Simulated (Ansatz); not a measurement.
Isolated molecules relaxed with PBE0-D4/def2-TZVP in Ansatz; ΔE leaves out vibrations. CBS: MP2 limit from def2 TZ/QZ plus the TZ coupled-cluster correction, frozen cores. DFT in def2-TZVPP. B3LYP here is the variant with VWN-RPA as its local correlation; programs differ in this. One conformer a species, not always the lowest.

Consider the isomerisation: `F[Si@H]1C[Si@H](F)C1` → `C=C[SiH](F)[SiH2]F`.

`F[Si@H]1C[Si@H](F)C1`:

Z-matrix (Å, degrees):
```
Si
C 1 1.878
Si 1 2.579 2 46.7
C 1 1.878 2 91.7 3 13.4
F 1 1.601 2 114.3 3 131.2
H 1 1.483 2 114.3 3 -104.3
H 2 1.096 1 111.0 3 -110.6
H 2 1.089 1 119.3 3 122.0
F 3 1.602 1 111.6 2 -99.3
H 3 1.483 1 141.2 2 80.7
H 4 1.096 1 111.0 2 97.1
H 4 1.089 1 119.3 2 -135.4
```

`C=C[SiH](F)[SiH2]F`:

Z-matrix (Å, degrees):
```
Si
C 1 1.849
Si 1 2.357 2 111.4
F 1 1.609 2 108.4 3 -117.8
H 1 1.488 2 110.9 3 124.0
C 2 1.331 1 122.7 3 112.4
H 2 1.089 1 118.5 3 -66.5
F 3 1.610 1 107.5 2 56.1
H 3 1.486 1 111.4 2 -62.0
H 3 1.487 1 112.9 2 174.8
H 6 1.086 2 122.1 1 -179.4
H 6 1.086 2 121.6 1 1.0
```

Task: Is it downhill or uphill in electronic energy at CCSD(T)/CBS, and by how much? (An estimate is asked.)

Result: The calculation gave: Uphill: ΔE = +145.9 kJ/mol.

Task: What do these levels give: B3LYP-D4, PBE, B3LYP, CCSD/def2-TZVPP, HF/CBS(def2), MP2/CBS(def2)? (Best estimate.)

Result: Ansatz gave: B3LYP-D4 128.5, PBE 142.0, B3LYP 123.9, CCSD/def2-TZVPP 141.4, HF/CBS(def2) 113.8, MP2/CBS(def2) 165.6 kJ/mol.

Largest T1 diagnostic among the species: 0.012.

The D4 term adds +4.6 kJ/mol with B3LYP and +2.0 kJ/mol with PBE0; it sums over pairs of atoms, weighted by their polarisabilities, and B3LYP, whose exchange is more repulsive, gets the larger term. In def2-TZVPP, CCSD(T) changes the Hartree–Fock value by +28.7 kJ/mol (the triples alone add +1.0 kJ/mol) and MP2 by +48.5 kJ/mol.
